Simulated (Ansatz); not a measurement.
A trace of molecular dynamics of C2H7BO (11 atoms, charge 0, multiplicity 1).

All numbers below come from RKS r2SCAN-D4/6-31G* (Ansatz 0.2.0).

| Property | Result |
| --- | --- |
| ensemble | NVT, Langevin thermostat |
| set temperature | 400 K |
| friction | 0.05 /fs |
| seed | 544189 |

```tsv
time (fs)	T (K)	potential energy less start (eV)
0	364	0.000
6	175	0.461
12	315	0.453
18	444	0.451
24	363	1.222
30	517	2.376
36	12222	6.632
42	34214	8.362
48	17271	9.736
54	38246	16.563
60	33383	23.096
66	17505	26.591
72	11244	24.925
78	16509	28.411
84	21351	34.880
90	41407	36.526
96	22319	37.853
102	13743	37.770
108	10068	35.398
114	5409	34.854
```

**Question.** Is this trajectory sound?

**Answer.** The temperature shot up to 55000 K, far beyond the bath's, so the integration failed: the time step of 3 fs is too long for the fastest motions that this run met, and the later frames carry no physical meaning.

Run time: 22 min on 1 thread of Arm Neoverse V2 (shared host), peak memory 0.16 GiB.
